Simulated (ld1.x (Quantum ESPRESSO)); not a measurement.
**Before and after: TM semilocal potential for Al**

* Element: Al (Z = 13)
* Generator: ld1.x (Quantum ESPRESSO) 7.5
* Type: norm-conserving Troullier–Martins (semilocal form)
* Functional: PBE
* Relativity: scalar-relativistic
* Frozen core: [Ne]
* Valence charge: 3
* Reference configuration: 3s2 3p0 (charge +1)
* Partial waves: 3s (bound): rc 1.65 bohr; 3d channel at -0.15 Ry: rc 2.45 bohr; 3p (bound, empty): rc 2.35 bohr
* Local potential: the p channel
* Core correction: a·sin(br)/r model core inside 1.15 bohr

Change: type ultrasoft, which also changes the form from semilocal to separable; waves now 3s (bound): rcut 1.45, rcutus 1.65 bohr; 3s channel at 0.15 Ry: rcut 1.45, rcutus 1.65 bohr; 3p (bound): rcut 2.05, rcutus 2.35 bohr; 3p channel at 1.85 Ry: rcut 2.05, rcutus 2.35 bohr; 3d channel at -0.15 Ry: rcut 2.15, rcutus 2.45 bohr; 3d channel at 1.55 Ry: rcut 2.15, rcutus 2.45 bohr; local potential all-electron potential smoothed inside 2.30 bohr (lloc = -1); augmentation built from norm-conserving waves at rcut, not smoothed further.

Cutoffs: the cutoffs (Ry, on a coarse ladder) from which the occupation-weighted sum of valence levels, in a spherical-Bessel basis at the reference potential, stays within 10 and 1 mRy of its value at 400 Ry; they do not see the model core or the augmentation charge, which bear on the density cutoff. Errors are all-electron minus pseudo energies relative to the spin-unpolarised reference configuration.

Question: What does the change do?

Answer: The potential gets softer (10 Ry and 30 Ry → 10 Ry and 15 Ry); the s channel binds one level more than in the base; the number of tests with a reliable result goes from 7 to 0 (the test run of the changed file stopped, so its transferability is not established); the range in which the s phases agree widens (upper end 1.7 → 2.7); neither file shows a bound ghost. In the semilocal form every listed channel keeps its own potential, so the choice of the local channel does not act on these tests. It acts once the file is put into the separable form. A semilocal file is local in each channel, so a ghost entry of none says nothing of the separable form that plane-wave codes build from it. Several settings change at once here, so the effects cannot be laid on one of them.

```tsv
quantity	base	changed
cutoff, loose	10 Ry	10 Ry
cutoff, tight	30 Ry	15 Ry
bound ghosts	none	none
tests with a reliable result	7 of 7	0 of 7 (the test run stopped)
s: phases at 2.66 bohr within 0.05 rad from the reference energy up to (Ry; the scan ends near 5)	1.7	2.7
p: phases at 2.66 bohr within 0.05 rad from the reference energy up to (Ry; the scan ends near 5)	2.4	2.5
d: phases at 2.66 bohr within 0.05 rad from the reference energy up to (Ry; the scan ends near 5)	2.8	3.6
```
